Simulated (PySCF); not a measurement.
## Correlation energy of N⁺ (nitrogen, charge +1)

[He] 2s2 2p2, high-spin 3P determinant. Calculation: PySCF 2.14, in aug-cc-pVDZ-DK (4s3p2d, 23 functions); the spin-free X2C one-electron Hamiltonian (Gaussian nucleus). Frozen: 1s2; 4 electrons correlated.

```
  level  correlation energy (mhartree)
   CCSD                         -77.22
    (T)                          -0.87
CCSD(T)                         -78.09
  CCSDT                         -78.33
    FCI                         -78.36
```

Diagnostics: T1 = 0.0063, D1 = 0.0123, largest double amplitude 0.121, weight of the Hartree-Fock determinant in FCI 0.9604 (33880 determinants).

Is a single reference adequate?

Mostly. T1 lies below 0.03, but a double amplitude of this size points to a near-degeneracy that CCSD handles and MP2 describes poorly.
